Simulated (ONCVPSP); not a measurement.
# Which setting gave this result? (lutetium (Lu), ONCV)

Base potential:

Lu, optimised norm-conserving Vanderbilt (ONCV), made with ONCVPSP 4.0.1 (LDA (Perdew-Wang 92), scalar-relativistic). Core [Kr] 4d10 5s2, reference 4f14 5p6 5d1.5 6s1.5. Waves: 6s: rc 2.90 bohr, ncon 4, nbas 9, qcut 1.7 1/bohr, 1 projector; 5p: rc 1.85 bohr, ncon 4, nbas 8, qcut 6.7 1/bohr, 3 projectors, debl 2.9 Ha; 5d: rc 2.80 bohr, ncon 4, nbas 8, qcut 6 1/bohr, 2 projectors, debl 2.7 Ha; 4f: rc 0.75 bohr, ncon 4, nbas 9, qcut 19.8 1/bohr, local. Local part: the f channel. Core correction: Teter function, fcfact 2.5, rcfact 1.35.

Cutoffs, loose and tight: the cutoffs (Ha) at which the residual kinetic energy of the hardest occupied pseudo-wave falls to 1 and 0.1 mHa per electron. They do not see the model core or the augmentation charge, which bear on the density cutoff. Test errors are all-electron minus pseudo excitation energies from the reference, over the configurations 4f14 5p6 5d1 6s2; 4f14 5p6 5d1 6s1; 4f14 5p6 5d1 6s0; 4f14 5p6 5d1 6s1 6p1; variants that change the core or the reference have their own tests. The largest error is taken over the tests solved by every variant that gives reliable tests at all, those not shown here included: 4f14 5p6 5d1 6s1; 4f14 5p6 5d1 6s1 6p1; 4f14 5p6 5d1 6s2.

Only the scale of all radii but the core radius (base = 1) is moved (2 further runs of the sweep failed or gave no value and are left out):

| scale of all radii but the core radius (base = 1) | cutoff, loose | cutoff, tight | bound ghosts | largest test error (meV) |
| --- | --- | --- | --- | --- |
| 0.91 | 475 Ha | 764 Ha | s, p, d | +1.2 |
| 1.05 | 182 Ha | 316 Ha | s, p, d | -29 |
| 1.13 | 172 Ha | 187 Ha | s, p, d | +40 |
| 1.19 | 163 Ha | 179 Ha | s, p, d | +21 |
| 1.25 | 158 Ha | 173 Ha | s, p, d | +18 |
| 1.32 | 153 Ha | 168 Ha | s, p, d | +17 |

One more run gave cutoff, loose: 194 Ha; cutoff, tight: 590 Ha; bound ghosts: s, p; largest test error (meV): -7.1 over the solved tests; 1 of 4 tests not solved or not reliable. Which value of the scale of all radii but the core radius (base = 1) was used?

0.99. The loose cutoff moves one way along this sweep, from 475 Ha at 0.91 to 153 Ha at 1.32, which places the run between 0.91 and 1.05.
